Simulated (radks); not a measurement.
The numbers below are computed, except where a source is named.
All-electron atom: Xe XIX in [Kr].

Code: a radial shooting solver on a logarithmic mesh with Libxc functionals. Model: scalar-relativistic Kohn-Sham, LDA (Slater exchange, Perdew-Wang correlation), spin-polarised, spherical densities, finite nucleus; Fermi nuclear charge, rms radius 4.7859 fm.

Energy parts (hartree):
| part | energy |
|---|---|
| total | -7314.06063 |
| kinetic | 7696.54424 |
| electron-nucleus | -17079.33966 |
| Hartree | 2232.45956 |
| exchange-correlation | -163.72477 |

Orbitals (lengths in bohr, moments of r in powers of bohr):
orbital  occ.  eigenvalue (hartree)      <r>      <r^4>
1s          2             -1279.112  0.02668  2.442e-06
2s          2             -213.8158   0.1146  0.0004118
2p          6             -193.7785   0.1003  0.0002977
3s          2             -56.78636   0.3047    0.01699
3p          6             -50.31153   0.3020    0.01760
3d         10             -40.78480   0.2771    0.01470
4s          2             -22.11442   0.6625     0.3408
4p          6             -19.85760   0.6867     0.4036
4d          0             -16.52523   0.7152     0.5042
4f          0             -12.94343   0.7291     0.5846
5s          0             -11.56031    1.201      3.478
5p          0             -10.60950    1.255      4.213

The highest occupied level is 4p at -540.35 eV. Summed over all electrons, <r^2> = 6.037 bohr^2, which gives a Langevin (diamagnetic) susceptibility term of -4.78 x 10^-6 cm^3/mol. The electron density at the nucleus is 2.797e+05 e/bohr^3 (large components only).
